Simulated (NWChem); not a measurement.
All runs are NWChem calculations. System: C3H2FNS, charge 0, spin multiplicity 1, displaced from the optimised geometry. The structure started from a generated list of species. Level: BP86/def2-SVP.

The NWChem input:

```
start mol
memory heap 200 mb stack 800 mb global 1000 mb
geometry units angstroms nocenter noautoz
  F     -2.168506    -0.122160     0.000000
  C     -0.837434     0.124118     0.000000
  C     -0.194252     1.374732     0.000000
  N      1.203299     1.305850     0.000000
  C      1.629522     0.043752     0.000000
  S      0.345641    -1.211650     0.000000
  H     -0.731358     2.358574     0.000000
  H      2.707544    -0.269293     0.000000
  symmetry group Cs
end
basis spherical
  * library def2-svp
end
dft
  xc becke88 perdew86
  semidirect memsize 60000000 filesize 0
  iterations 100
  tolerances tight
end
task dft gradient
```

Output (cleaned and shortened):

```
             Northwest Computational Chemistry Package (NWChem) 7.3.0
             --------------------------------------------------------

                                NWChem Input Module
                                -------------------

 Scaling coordinates for geometry "geometry" by  1.889725989
 (inverse scale =  0.529177249)

 Turning off AUTOSYM since
 SYMMETRY directive was detected!

                             Geometry "geometry" -> ""
                             -------------------------

 Output coordinates in angstroms (scale by  1.889725989 to convert to a.u.)

  No.       Tag          Charge          X              Y              Z
 ---- ---------------- ---------- -------------- -------------- --------------
    1 F                    9.0000    -2.16850600    -0.12216000     0.00000000
    2 C                    6.0000    -0.83743400     0.12411800     0.00000000
    3 C                    6.0000    -0.19425200     1.37473200     0.00000000
    4 N                    7.0000     1.20329900     1.30585000     0.00000000
    5 C                    6.0000     1.62952200     0.04375200     0.00000000
    6 S                   16.0000     0.34564100    -1.21165000     0.00000000
    7 H                    1.0000    -0.73135800     2.35857400     0.00000000
    8 H                    1.0000     2.70754400    -0.26929300     0.00000000

 Effective nuclear repulsion energy (a.u.)     268.6678926061

            Nuclear Dipole moment (a.u.)
            ----------------------------
        X                 Y               Z
 ---------------- ---------------- ----------------
    -0.0000056692     0.0000056692     0.0000000000

      Symmetry information
      --------------------

 Group name             Cs
 Group number              2
 Group order               2
 No. of unique centers     8

      Symmetry unique atoms

     1    2    3    4    5    6    7    8


 Summary of "ao basis" -> "" (spherical)
 ------------------------------------------------------------------------------
       Tag                 Description            Shells   Functions and Types
 ---------------- ------------------------------  ------  ---------------------
 *                          def2-svp                  on all atoms

  perdew86 is a nonlocal functional; adding perdew81 local functional.

                                 NWChem DFT Module
                                 -----------------

 Summary of "ao basis" -> "ao basis" (spherical)
 ------------------------------------------------------------------------------
       Tag                 Description            Shells   Functions and Types
 ---------------- ------------------------------  ------  ---------------------
 F                          def2-svp                 6       14   3s2p1d
 C                          def2-svp                 6       14   3s2p1d
 N                          def2-svp                 6       14   3s2p1d
 S                          def2-svp                 8       18   4s3p1d
 H                          def2-svp                 3        5   2s1p

 Summary of "ao basis" -> "ao basis" (spherical)
 ------------------------------------------------------------------------------
       Tag                 Description            Shells   Functions and Types
 ---------------- ------------------------------  ------  ---------------------
 F                          def2-svp                 6       14   3s2p1d
 C                          def2-svp                 6       14   3s2p1d
 N                          def2-svp                 6       14   3s2p1d
 S                          def2-svp                 8       18   4s3p1d
 H                          def2-svp                 3        5   2s1p

      Symmetry analysis of basis
      --------------------------

        a'         71
        a"         27

            General Information
            -------------------
          SCF calculation type: DFT
          Wavefunction type:  closed shell.
          No. of atoms     :     8
          No. of electrons :    52
           Alpha electrons :    26
            Beta electrons :    26
          Charge           :     0
          Spin multiplicity:     1
          Use of symmetry is: on ; symmetry adaption is: on
          Maximum number of iterations: 100
          AO basis - number of functions:    98
                     number of shells:    44
          Convergence on energy requested:  1.00D-06
          Convergence on density requested:  1.00D-05
          Convergence on gradient requested:  5.00D-04

              XC Information
              --------------
                    Becke 1988 Exchange Functional  1.000
                Perdew 1981 Correlation Functional  1.000 local
                Perdew 1986 Correlation Functional  1.000 non-local

             Grid Information
             ----------------
          Grid used for XC integration:  medium
          Radial quadrature: Mura-Knowles
          Angular quadrature: Lebedev.
          Tag              B.-S. Rad. Rad. Pts. Rad. Cut. Ang. Pts.
          ---              ---------- --------- --------- ---------
          F                   0.50       49          12.0       434
          C                   0.70       49          10.0       434
          N                   0.65       49           8.0       434
          S                   1.00       88          10.0       590
          H                   0.35       45          11.0       434
          Grid pruning is: on
          Number of quadrature shells:   423
          Spatial weights used:  Erf1

          Convergence Information
[...]
 d= 0,ls=0.0,diis     7   -667.9926868899 -5.41D-05  9.80D-05  1.12D-04     4.2
 d= 0,ls=0.0,diis     8   -667.9927019354 -1.50D-05  1.75D-05  2.64D-06     4.6
 d= 0,ls=0.0,diis     9   -667.9927021774 -2.42D-07  8.98D-06  7.68D-07     4.9

         Total DFT energy =     -667.992702177449
      One electron energy =    -1451.266240306993
           Coulomb energy =      574.540239968247
    Exchange-Corr. energy =      -59.934594444771
 Nuclear repulsion energy =      268.667892606068

 Numeric. integr. density =       51.999992521654

     Total iterative time =      4.4s

                  Occupations of the irreducible representations
                  ----------------------------------------------

                     irrep           alpha         beta
                     --------     --------     --------
                     a'               21.0         21.0
                     a"                5.0          5.0

                       DFT Final Molecular Orbital Analysis
                       ------------------------------------

 Vector   24  Occ=2.000000D+00  E=-2.683017D-01  Symmetry=a"
              MO Center=  4.3D-01, -3.4D-01,  2.3D-15, r^2= 2.8D+00
   Bfn.  Coefficient  Atom+Function         Bfn.  Coefficient  Atom+Function
  ----- ------------  ---------------      ----- ------------  ---------------
    83      0.519720  6 S  pz                80      0.389094  6 S  pz
    48      0.310042  4 N  pz                77      0.218222  6 S  pz
    51     -0.213834  4 N  pz                34     -0.172046  3 C  pz
    37     -0.124580  3 C  pz                 6      0.101584  1 F  pz
    20      0.099505  2 C  pz                 9     -0.075761  1 F  pz

 Vector   25  Occ=2.000000D+00  E=-2.471114D-01  Symmetry=a'
              MO Center=  1.1D+00,  1.0D+00, -4.9D-17, r^2= 2.4D+00
   Bfn.  Coefficient  Atom+Function         Bfn.  Coefficient  Atom+Function
  ----- ------------  ---------------      ----- ------------  ---------------
    47      0.388703  4 N  py                46      0.305430  4 N  px
    50     -0.265255  4 N  py                45     -0.252719  4 N  s
    81     -0.219575  6 S  px                44     -0.218219  4 N  s
    49     -0.218107  4 N  px                82     -0.190446  6 S  py
    78     -0.156288  6 S  px                32      0.144289  3 C  px

 Vector   26  Occ=2.000000D+00  E=-2.276273D-01  Symmetry=a"
              MO Center=  1.0D-02,  4.6D-01, -2.5D-16, r^2= 2.8D+00
   Bfn.  Coefficient  Atom+Function         Bfn.  Coefficient  Atom+Function
  ----- ------------  ---------------      ----- ------------  ---------------
    20      0.363367  2 C  pz                34      0.343782  3 C  pz
    62     -0.338565  5 C  pz                65     -0.256217  5 C  pz
     6      0.243001  1 F  pz                37      0.238643  3 C  pz
    23      0.220459  2 C  pz                 9     -0.187945  1 F  pz
    48      0.122370  4 N  pz                51     -0.080785  4 N  pz

 Vector   27  Occ=0.000000D+00  E=-7.746013D-02  Symmetry=a"
              MO Center=  5.8D-01,  1.7D-02,  8.5D-16, r^2= 3.1D+00
   Bfn.  Coefficient  Atom+Function         Bfn.  Coefficient  Atom+Function
  ----- ------------  ---------------      ----- ------------  ---------------
    65      0.443282  5 C  pz                83     -0.440554  6 S  pz
    62      0.418222  5 C  pz                20      0.378530  2 C  pz
    23      0.346393  2 C  pz                51     -0.281156  4 N  pz
    48      0.271336  4 N  pz                80     -0.235086  6 S  pz
    37     -0.167699  3 C  pz                 6      0.146025  1 F  pz

 Vector   28  Occ=0.000000D+00  E=-3.674471D-02  Symmetry=a'
              MO Center=  3.6D-01, -7.3D-01, -1.3D-16, r^2= 3.0D+00
   Bfn.  Coefficient  Atom+Function         Bfn.  Coefficient  Atom+Function
  ----- ------------  ---------------      ----- ------------  ---------------
    81      0.915260  6 S  px                59     -0.759296  5 C  s
    17      0.679497  2 C  s                 21      0.504521  2 C  px
    31     -0.403320  3 C  s                 78      0.284227  6 S  px
    95      0.276193  8 H  s                 19     -0.261374  2 C  py
    58     -0.258073  5 C  s                 61      0.249687  5 C  py

 Vector   29  Occ=0.000000D+00  E=-1.024495D-02  Symmetry=a"
              MO Center=  1.9D-01,  9.0D-01,  1.4D-15, r^2= 2.5D+00
   Bfn.  Coefficient  Atom+Function         Bfn.  Coefficient  Atom+Function
  ----- ------------  ---------------      ----- ------------  ---------------
    37      0.578613  3 C  pz                51     -0.467057  4 N  pz
    34      0.451251  3 C  pz                23     -0.419157  2 C  pz
    48      0.390069  4 N  pz                20     -0.346531  2 C  pz
    65      0.277906  5 C  pz                62      0.197236  5 C  pz
     6     -0.127349  1 F  pz                 9      0.122857  1 F  pz

 center of mass
 --------------
 x =  -0.07581210 y =  -0.03957906 z =   0.00000000

 moments of inertia (a.u.)
 ------------------
         355.753097834231         -26.748350525724           0.000000000000
         -26.748350525724         578.253252486309           0.000000000000
           0.000000000000           0.000000000000         934.006350320539

     Multipole analysis of the density
     ---------------------------------

     L   x y z        total         alpha         beta         nuclear
     -   - - -        -----         -----         ----         -------
     0   0 0 0     -0.000000    -26.000000    -26.000000     52.000000

     1   1 0 0      0.061221      0.030613      0.030613     -0.000006
     1   0 1 0     -0.377189     -0.188597     -0.188597      0.000006
     1   0 0 1     -0.000000     -0.000000     -0.000000      0.000000

     2   2 0 0    -29.233102   -162.102677   -162.102677    294.972251
     2   1 1 0     -3.369196     -6.024294     -6.024294      8.679392
     2   1 0 1     -0.000000     -0.000000     -0.000000      0.000000
     2   0 2 0    -29.999151   -108.988532   -108.988532    187.977912
     2   0 1 1     -0.000000     -0.000000     -0.000000      0.000000
     2   0 0 2    -30.997701    -15.498851    -15.498851      0.000000

            General Information
            -------------------
          SCF calculation type: DFT
          Wavefunction type:  closed shell.
          No. of atoms     :     8
          No. of electrons :    52
           Alpha electrons :    26
            Beta electrons :    26
          Charge           :     0
          Spin multiplicity:     1
          Use of symmetry is: on ; symmetry adaption is: on
          Maximum number of iterations: 100
          AO basis - number of functions:    98
                     number of shells:    44
          Convergence on energy requested:  1.00D-06
          Convergence on density requested:  1.00D-05
          Convergence on gradient requested:  5.00D-04

              XC Information
              --------------
                    Becke 1988 Exchange Functional  1.000
                Perdew 1981 Correlation Functional  1.000 local
                Perdew 1986 Correlation Functional  1.000 non-local

             Grid Information
             ----------------
          Grid used for XC integration:  medium
          Radial quadrature: Mura-Knowles
          Angular quadrature: Lebedev.
          Tag              B.-S. Rad. Rad. Pts. Rad. Cut. Ang. Pts.
          ---              ---------- --------- --------- ---------
          F                   0.50       49          12.0       434
          C                   0.70       49          10.0       434
          N                   0.65       49           8.0       434
          S                   1.00       88          10.0       590
          H                   0.35       45          11.0       434
          Grid pruning is: on
          Number of quadrature shells:   423
          Spatial weights used:  Erf1

          Convergence Information
          -----------------------
          Convergence aids based upon iterative change in
          total energy or number of iterations.
          Levelshifting, if invoked, occurs when the
          HOMO/LUMO gap drops below (HL_TOL):  1.00D-02
          DIIS, if invoked, will attempt to extrapolate
          using up to (NFOCK): 10 stored Fock matrices.

                    Damping( 0%)  Levelshifting(0.5)       DIIS
                  --------------- ------------------- ---------------
          dE  on:    start            ASAP                start
          dE off:    2 iters        100 iters           100 iters

      Screening Tolerance Information
      -------------------------------
          Density screening/tol_rho:  1.00D-10
          AO Gaussian exp screening on grid/accAOfunc:  14
          CD Gaussian exp screening on grid/accCDfunc:  20
          XC Gaussian exp screening on grid/accXCfunc:  20
          Schwarz screening/accCoul:  1.00D-08

                            NWChem DFT Gradient Module
                            --------------------------

  charge          =   0.00
  wavefunction    = closed shell

  Using symmetry

                         DFT ENERGY GRADIENTS

    atom               coordinates                        gradient
                 x          y          z           x          y          z
   1 F      -4.097882  -0.230849   0.000000   -0.020559  -0.003602   0.000000
   2 C      -1.582521   0.234549   0.000000   -0.002898  -0.008956   0.000000
   3 C      -0.367083   2.597867   0.000000   -0.001510   0.013099   0.000000
   4 N       2.273905   2.467699   0.000000    0.010234   0.024207   0.000000
   5 C       3.079350   0.082679   0.000000    0.007947  -0.014446   0.000000
   6 S       0.653167  -2.289686   0.000000    0.000759  -0.018182   0.000000
   7 H      -1.382066   4.457059   0.000000   -0.007161   0.011915   0.000000
   8 H       5.116516  -0.508890   0.000000    0.013188  -0.004034   0.000000

                 ----------------------------------------
                 |  Time  |  1-e(secs)   |  2-e(secs)   |
                 ----------------------------------------
                 |  CPU   |       0.01   |       4.76   |
                 ----------------------------------------
                 |  WALL  |       0.01   |       4.76   |
                 ----------------------------------------

 Task  times  cpu:       10.2s     wall:       10.2s

 Total times  cpu:       10.2s     wall:       10.2s
```
